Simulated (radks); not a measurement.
Values are calculated unless marked as measured or tabulated.
Valence configurations of N III (all share [He]). Code: a radial shooting solver on a logarithmic mesh with Libxc functionals. Model: scalar-relativistic Kohn-Sham, PBE, spin-polarised, spherical densities, point nucleus; open shells are filled with parallel spins first. Energies are relative to 2s2 2p1; eigenvalues in eV for spin up.

| valence | E (eV) | moment (Bohr magnetons) | e(2p) | e(2s) |
|---|---|---|---|---|
| 2s2 2p1 | 0.000 | 1 | -38.530 | -50.163 |
| 2s1.5 2p1.5 | 3.990 | 2 | -39.125 | -50.826 |
| 2s1 2p2 | 6.466 | 3 | -39.477 | -51.227 |
| 2p3 | 18.187 | 3 | -39.126 | - |

NIST lists [He] 2s2 2p1 as the ground configuration; this level of theory agrees among the configurations tried. The energies are those of spherical high-spin densities, not of single terms.
